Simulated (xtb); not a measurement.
xtb input (GFN2-xTB):

```bash
xtb mol.xyz --gfn 2 --sp --chrg -1 --uhf 0
```
mol.xyz:
```
1

I      0.00000000     0.00000000     0.00000000
```

End of the output:

```
         :::::::::::::::::::::::::::::::::::::::::::::::::::::
         ::                     SUMMARY                     ::
         :::::::::::::::::::::::::::::::::::::::::::::::::::::
         :: total energy              -4.060355599036 Eh    ::
         :: gradient norm              0.000000000000 Eh/a0 ::
         :: HOMO-LUMO gap             15.286468394728 eV    ::
         ::.................................................::
         :: SCC energy                -4.060355599036 Eh    ::
         :: -> isotropic ES            0.165073124593 Eh    ::
         :: -> anisotropic ES          0.000000000000 Eh    ::
         :: -> anisotropic XC          0.000000000000 Eh    ::
         :: -> dispersion              0.000000000000 Eh    ::
         :: repulsion energy           0.000000000000 Eh    ::
         :: add. restraining           0.000000000000 Eh    ::
Note: The following floating-point exceptions are signalling: IEEE_DENORMAL
normal termination of xtb
         :: total charge              -1.000000000000 e     ::
         :::::::::::::::::::::::::::::::::::::::::::::::::::::

           -------------------------------------------------
          |                Property Printout                |
           -------------------------------------------------

    * Orbital Energies and Occupations

         #    Occupation            Energy/Eh            Energy/eV
      -------------------------------------------------------------
         1        2.0000           -0.3932411             -10.7006
         2        2.0000           -0.1374606              -3.7405
         3        2.0000           -0.1374606              -3.7405
         4        2.0000           -0.1374606              -3.7405 (HOMO)
         5                          0.4243068              11.5460 (LUMO)
         6                          0.4243068              11.5460
         7                          0.4243068              11.5460
         8                          0.4243068              11.5460
         9                          0.4243068              11.5460
      -------------------------------------------------------------
                  HL-Gap            0.5617674 Eh           15.2865 eV
             Fermi-level            0.1434231 Eh            3.9027 eV

     #   Z          covCN         q      C6AA      α(0)
     1  53 I        0.000    -1.000   432.871    35.991

 Mol. C6AA /au·bohr⁶  :        432.871052
 Mol. C8AA /au·bohr⁸  :      39758.992423
 Mol. α(0) /au        :         35.991409

Wiberg/Mayer (AO) data.
largest (>0.10) Wiberg bond orders for each atom

 ---------------------------------------------------------------------------
     #   Z sym  total        # sym  WBO       # sym  WBO       # sym  WBO
 ---------------------------------------------------------------------------
     1  53 I    0.000
 ---------------------------------------------------------------------------

molecular dipole:
                 x           y           z       tot (Debye)
 q only:        0.000       0.000       0.000
   full:        0.000       0.000       0.000       0.000
molecular quadrupole (traceless):
                xx          xy          yy          xz          yz          zz
 q only:        0.000       0.000       0.000       0.000       0.000       0.000
  q+dip:        0.000       0.000       0.000       0.000       0.000       0.000
   full:        0.000       0.000       0.000       0.000       0.000       0.000

           -------------------------------------------------
          | TOTAL ENERGY               -4.060355599036 Eh   |
          | GRADIENT NORM               0.000000000000 Eh/α |
          | HOMO-LUMO GAP              15.286468394728 eV   |
           -------------------------------------------------

------------------------------------------------------------------------
------------------------------------------------------------------------
 total:
 SCF:
```
